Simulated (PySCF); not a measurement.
Si(H)2(Me)(OAc) (C₃H₈O₂Si), SMILES C[SiH2]OC(C)=O. Atoms are numbered in the order given.

```xyz
14

Si    -1.1822     0.5609     0.6676
C     -2.1810    -0.8779     0.0354
O      0.5003     0.1893     0.7111
C      1.1316    -0.0333    -0.4469
C      2.5935    -0.3081    -0.2660
O      0.5551    -0.0069    -1.5064
H     -1.4728     0.8367     2.1019
H     -1.3798     1.8027    -0.1299
H     -3.2574    -0.6601     0.1203
H     -1.9688    -1.7858     0.6205
H     -1.9392    -1.0698    -1.0195
H      2.7270    -1.1747     0.3978
H      3.0703     0.5511     0.2281
H      3.0635    -0.4961    -1.2374
```

Geometry: PBE0-D3(BJ)/def2-SVP. Other conformers were not sampled.

Two levels are set side by side: PBE/pcSseg-1 (PySCF) and KT2/pcSseg-1 (PySCF). GIAO shifts against H2O (¹⁷O), TMS (²⁹Si), TMS (¹H), TMS (¹³C) at the same level; non-relativistic, no solvent, atoms listed together averaged. Differences are taken from unrounded values.

```csv
quantity,KT2
δ(²⁹Si) of Si1 (ppm),-6.8
δ(¹³C) of C2 (ppm),-0.9
δ(¹⁷O) of O3 (ppm),213.0
δ(¹³C) of C4 (ppm),167.9
δ(¹³C) of C5 (ppm),23.1
δ(¹⁷O) of O6 (ppm),442.2
```

Question: What does PBE give, and how far is it from KT2? (Estimate from the structure and the level; the computed values follow.)

Answer: 
```tsv
quantity	PBE	PBE minus KT2
δ(²⁹Si) of Si1 (ppm)	-7.9	-1.1
δ(¹³C) of C2 (ppm)	-1.4	-0.5
δ(¹⁷O) of O3 (ppm)	225.8	12.8
δ(¹³C) of C4 (ppm)	175.7	7.8
δ(¹³C) of C5 (ppm)	24.2	1.1
δ(¹⁷O) of O6 (ppm)	470.1	27.8
```

Rough cost on one machine, each run with all the roots and properties that it gave: KT2 against PBE within a factor of 2.
